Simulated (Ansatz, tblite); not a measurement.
Forces on the cluster Ta4Si3 at its PBE-D4/def2-SVP geometry. The state is a singlet with charge 0.

In the def2 sets Ta takes a core potential; there is no spin–orbit coupling. The xTB rows come from tblite. At PBE0-D4/def2-TZVP a triplet of charge 0 lies 0.12 eV below the restricted singlet, each at its own geometry. The structure comes from a short search, and lower isomers may exist.

GFN1-xTB (tblite), largest force 7.50 eV/Å:

```xyz
7
positions Å, forces eV/Å
Ta   -0.257    0.205   -1.834   -0.331    1.219   -2.672
Ta   -1.305   -1.451   -0.154   -3.112   -2.704   -0.311
Ta    1.450    0.624    0.587    2.267    4.035    2.062
Ta    1.229   -1.521   -0.647    3.321   -5.939   -3.163
Si    0.193   -1.092    1.868   -0.822   -0.387    2.781
Si   -1.363    0.863    0.679   -0.597    1.715    1.490
Si    0.054    2.372   -0.500   -0.727    2.061   -0.187
```

r2SCAN-D4/def2-TZVP (Ansatz), largest force 0.58 eV/Å:

```
Ta 0.079 0.035 0.481
Ta 0.344 0.375 0.139
Ta -0.509 -0.172 -0.210
Ta -0.212 0.197 0.161
Si -0.030 0.122 -0.398
Si 0.360 -0.214 -0.241
Si -0.031 -0.343 0.066
```
